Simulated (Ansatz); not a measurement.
`C[O][GeH2][I]` + HI → `[I][GeH2][I]` + CH₃OH at 700 K and 1 bar (ligand exchange at a Ge–O bond).

Calculated with Ansatz (gas phase, PBE0-D4/def2-TZVP geometries, no zero-point term in ΔE). CCSD(T)/CBS is the MP2 limit (def2-TZVPP, def2-QZVPP) plus CCSD(T) − MP2 in def2-TZVPP, frozen cores. This one scheme is used for every species. Elements past krypton have def2 core potentials. For Ge, I outer-core shells are correlated without core-valence functions, which leaves a few kJ/mol of doubt a bond. Scalar relativity is left out up to krypton. One conformer a species, not always the lowest.

```
        species  CCSD(T)/CBS energy (Eh)  H − E (kJ/mol)  S (J/(mol·K))
`C[O][GeH2][I]`              -2489.82326           222.2          472.7
             HI               -298.03592            34.6          231.7
 `[I][GeH2][I]`              -2672.26499            94.5          410.5
          CH₃OH               -115.61712           170.8          288.5
```

H − E and S are ideal-gas, rigid-rotor, harmonic terms from PBE0-D4/def2-TZVP, for one conformer and one mirror image of each species. 1 Eh = 2625.50 kJ/mol, R = 8.31446 J/(mol·K).

**Question.** By hand: ΔE, ΔH, ΔS and ΔG.

**Answer.** ΔE = (-2672.26499) + (-115.61712) − (-2489.82326) − (-298.03592) = -0.02293 Eh = -60.2 kJ/mol. Δ(H − E) = 94.5 + 170.8 − 222.2 − 34.6 = 8.5, so ΔH = -51.7 kJ/mol. ΔS = 410.5 + 288.5 − 472.7 − 231.7 = -5.4 J/(mol·K). ΔG = -51.7 − 700 × (-5.4)/1000 = -47.9 kJ/mol.

**Question.** By hand: the equilibrium constant, and the temperature at which ΔG would vanish if ΔH and ΔS stayed fixed.

**Answer.** log₁₀ K = −ΔG/(RT ln 10) = 3.6. ΔG = 0 at ΔH/ΔS = 9574 K, far beyond where these terms or the molecules hold.

The number of gas molecules stays the same, so ΔS is small and ΔH decides. A doubt of 5 kJ/mol in ΔE shifts log₁₀ K by 0.4 here. Other conformers and mirror images would add mixing entropy, several J/(mol·K) or more a flexible species. Modes under 60 cm⁻¹, often nearly free rotors, make the harmonic entropy too high. These are equilibria of isolated gas molecules and say nothing of rates. Largest T1 diagnostic: 0.010 (customary marks: 0.02 for closed shells, 0.045 for open ones).
